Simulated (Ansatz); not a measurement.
C2H5NSe can be A, `C[Se]C=N`, or B, `C1NC[Se]1`.

Calculated with Ansatz (gas phase, PBE0-D4/def2-TZVP geometries, no zero-point term in ΔE). CBS: MP2 limit from def2 TZ/QZ plus the TZ coupled-cluster correction, frozen cores. DFT in def2-TZVPP. B3LYP here is the variant with VWN-RPA as its local correlation; programs differ in this. For Se outer-core shells are correlated without core-valence functions, which leaves a few kJ/mol of doubt a bond. Scalar relativity is left out up to krypton. One conformer a species, not always the lowest.

Q: Which is lower in electronic energy at CCSD(T)/CBS, and by how much? (Best estimate.)

A: Computed: A, by 48.5 kJ/mol.

Q: Give E(B) − E(A) in kJ/mol with ωB97M-V, CCSD(T)/def2-TZVPP, CCSD(T)/def2-SVP, PBE-D4, MP2/def2-TZVPP, B3LYP-D4, BLYP-D4. (Best estimate.)

A: The calculation gave: ωB97M-V 47.3, CCSD(T)/def2-TZVPP 50.7, CCSD(T)/def2-SVP 51.8, PBE-D4 54.9, MP2/def2-TZVPP 46.5, B3LYP-D4 62.8, BLYP-D4 74.7. None reverses the order clearly.

Q: Does the order hold for the free energy at 298.15 K (harmonic terms from PBE0-D4)? (An estimate is asked.)

A: Computed: Yes: G(B) − G(A) = +63.4 kJ/mol, for one conformer each.

Largest T1 diagnostic: 0.011.

At CCSD(T), def2-SVP lies +3.3 kJ/mol from the extrapolated value and def2-TZVPP +2.2 kJ/mol. Leaving LDA and LC-ωPBE aside and taking each functional with its dispersion term where it has one, the values, not all of them listed here, spread over 37.7 kJ/mol, from PBE-QIDH to BLYP-D4. LDA lies −23.6 kJ/mol from PBE without D4.
